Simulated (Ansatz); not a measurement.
`N#[C][Ge]([Cl])[Cl]`• → C• + 2 Cl• + Ge• + N•  (atomization)

Computed with Ansatz on PBE0-D4/def2-TZVP structures; ΔE is electronic, products minus reactants. CCSD(T)/CBS is the MP2 limit (def2-TZVPP, def2-QZVPP) plus CCSD(T) − MP2 in def2-TZVPP, frozen cores. This one scheme is used for every species, atoms too. For atomizations the MP2-based limit and the directly extrapolated one differ by several kJ/mol either way, and by 10 to 25 for some Ge, Se and Sn compounds, so smaller differences from it don't rank the levels. Functionals use def2-TZVPP. B3LYP here is the variant with VWN-RPA as its local correlation; programs differ in this. No spin–orbit coupling; open shells (•) take unrestricted orbitals. Spin–orbit coupling would lower the free atoms: a little for C, Cl; clearly for Ge. Bonds to Ge are less sure, by a few kJ/mol each and by 10 to 20 or more in all where they break to atoms, as the def2 sets lack core-valence functions. Scalar relativity is left out up to krypton.

| level | ΔE (eV) | difference from CCSD(T)/CBS |
| --- | --- | --- |
| PBE-D4 | 19.75 | 1.23 |
| BLYP-D4 | 18.91 | 0.39 |
| PBE0-D4 | 18.86 | 0.34 |
| B3LYP-D4 | 18.52 | 0.00 |
| PBE | 19.57 | 1.05 |
| r2SCANh | 18.49 | -0.03 |
| CAM-B3LYP | 18.29 | -0.23 |
| MP2/def2-SVP | 17.93 | -0.59 |
| CCSD/def2-SVP | 16.52 | -2.00 |
| CCSD/CBS(def2) | 17.86 | -0.66 |
| CCSD(T)/CBS | 18.52 | 0 |

Largest T1 diagnostic among the species: 0.015.

From r2SCAN to r2SCAN0 (25 % exact exchange), in def2-TZVPP and without D4, ΔE moves by −0.77 eV: exact exchange takes away binding that semilocal exchange gives to molecules. In def2-TZVPP, CCSD(T) changes the Hartree–Fock value by +6.15 eV (the triples alone add +0.66 eV) and MP2 by +7.22 eV; breaking electron pairs costs correlation energy, which Hartree–Fock lacks.
